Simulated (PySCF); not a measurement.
CH4OZn, SMILES [CH3][Zn][OH]. Heavy atoms are numbered as in [Zn:1]([CH3:2])[OH:6]. Hydrogens are named by the atom that carries them.

Geometry optimised at PBE0-D3(BJ)/def2-TZVP. The isomer is the one that the SMILES or the coordinates give; other isomers of the formula were not compared. One conformer was computed; it need not be the lowest.

All values below come from PBE/pcSseg-1 (PySCF).

GIAO shieldings, no solvent; atoms alike by connectivity are averaged. δ = σ(ref) − σ: ¹³C against TMS (σ = 182.0 ppm); ¹H against TMS (σ = 31.49 ppm); ¹⁷O against H2O (σ = 334.3 ppm), references at their B3LYP-D3(BJ)/def2-TZVP geometries, non-relativistic.

Computed chemical shifts:
```tsv
nucleus	atoms	count	δ (ppm)
¹³C	C2 (CH3)	1	-17.8
¹H	H on O6	1	0.70
¹H	H on C2	3	-0.14
¹⁷O	O6 (OH)	1	16.5
```
